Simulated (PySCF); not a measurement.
C₄H₁₁Si, doublet, at a GFN2-xTB geometry. Base run: M062X/6-31G (PySCF).

PySCF was given this input:
```python
from pyscf import gto, scf, dft, solvent

mol = gto.M(
    atom='''
C    -0.89316603   -0.12522547    1.68798980
Si   -0.03350158   -0.01384167    0.05345390
C     0.05534121    1.80944800   -0.53864912
C    -0.97820064   -1.03472091   -1.25096441
C     1.76525595   -0.64575329    0.21009109
H    -0.43140807    0.18786841    2.60810151
H    -1.89557321   -0.49955767    1.79805771
H     0.57693459    2.42770732    0.18481556
H     0.58285178    1.88775764   -1.48444498
H    -0.93735055    2.22608437   -0.67554642
H    -0.50397497   -0.97456819   -2.22609848
H    -1.02466487   -2.08325248   -0.97380821
H    -1.99805508   -0.67956725   -1.36142165
H     2.30758529   -0.08706313    0.96645292
H     1.79307214   -1.69376964    0.49155896
H     2.30422195   -0.54034611   -0.72682578
''',
    basis='6-31g',
    spin=1,
    verbose=4,
)

mf = dft.UKS(mol)
mf.xc = 'm062x'
mf.kernel()
```

Each row names what was changed in the base input (with any setting that the change needs).

```tsv
change	ΔE vs base (kJ/mol)	dipole (D)
base	0.00	0.11
model = IEF-PCM; solvent = dimethylsulfoxide; r_probe = 0.5	-1.09	0.12
model = ddCOSMO; solvent = dimethylsulfoxide	-2.32	0.12
model = C-PCM; solvent = dimethylsulfoxide	-4.82	0.12
model = COSMO; solvent = dimethylsulfoxide	-4.77	0.12
model = IEF-PCM; solvent = dimethylsulfoxide; lebedev_order = 11	-4.40	0.12
model = IEF-PCM; solvent = dimethylsulfoxide	-4.75	0.12
model = IEF-PCM; solvent = n-hexane	-1.68	0.12
model = IEF-PCM; solvent = dimethylsulfoxide; lebedev_order = 41	-4.79	0.12
model = IEF-PCM; solvent = chloroform	-3.37	0.12
model = IEF-PCM; solvent = dimethylsulfoxide; vdw_scale = 1.4	-2.07	0.12
model = IEF-PCM; solvent = dimethylsulfoxide; vdw_scale = 1.1	-7.16	0.12
```

The base is the gas phase, so ΔE is the electrostatic part of solvation at a fixed geometry, without cavity and dispersion terms.

Open shells are given as the SCF converged; they aren't shown to be the lowest states, and a large step between rows can be another state.
